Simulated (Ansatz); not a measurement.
`[OH][Hf]([F])([F])[F]` + HBr → `[OH][Hf]([F])([F])[Br]` + H–F at 400 K and 1 bar (ligand exchange at the Hf–F bond).

Isolated molecules relaxed with PBE0-D4/def2-TZVP in Ansatz; ΔE leaves out vibrations. CCSD(T)/CBS is the MP2 limit (def2-TZVPP, def2-QZVPP) plus CCSD(T) − MP2 in def2-TZVPP, frozen cores. This one scheme is used for every species. Elements past krypton have def2 core potentials. For Br, Hf outer-core shells are correlated without core-valence functions, which leaves a few kJ/mol of doubt a bond. Scalar relativity is left out up to krypton. Each species was taken in one conformer, which may not be the lowest.

| species | CCSD(T)/CBS energy (Eh) | H − E (kJ/mol) | S (J/(mol·K)) |
| --- | --- | --- | --- |
| `[OH][Hf]([F])([F])[F]` | -423.37435 | 80.6 | 387.0 |
| HBr | -2573.91920 | 27.6 | 207.2 |
| `[OH][Hf]([F])([F])[Br]` | -2896.89429 | 79.4 | 420.0 |
| H–F | -100.39570 | 36.5 | 182.2 |

H − E and S are ideal-gas, rigid-rotor, harmonic terms from PBE0-D4/def2-TZVP, for one conformer and one mirror image of each species. 1 Eh = 2625.50 kJ/mol, R = 8.31446 J/(mol·K).

By hand: ΔE, ΔH, ΔS and ΔG.

ΔE = (-2896.89429) + (-100.39570) − (-423.37435) − (-2573.91920) = 0.00356 Eh = 9.3 kJ/mol. Δ(H − E) = 79.4 + 36.5 − 80.6 − 27.6 = 7.7, so ΔH = 17.0 kJ/mol. ΔS = 420.0 + 182.2 − 387.0 − 207.2 = 8.0 J/(mol·K). ΔG = 17.0 − 400 × (8.0)/1000 = 13.8 kJ/mol.

By hand: the equilibrium constant, and the temperature at which ΔG would vanish if ΔH and ΔS stayed fixed.

log₁₀ K = −ΔG/(RT ln 10) = -1.8. ΔG = 0 at ΔH/ΔS = 2125 K, though so small a ΔS makes that figure unsure.

The number of gas molecules stays the same, so ΔS is small and ΔH decides. A doubt of 5 kJ/mol in ΔE shifts log₁₀ K by 0.7 here. Other conformers and mirror images would add mixing entropy, several J/(mol·K) or more a flexible species. These are equilibria of isolated gas molecules and say nothing of rates. Largest T1 diagnostic: 0.016 (customary marks: 0.02 for closed shells, 0.045 for open ones).
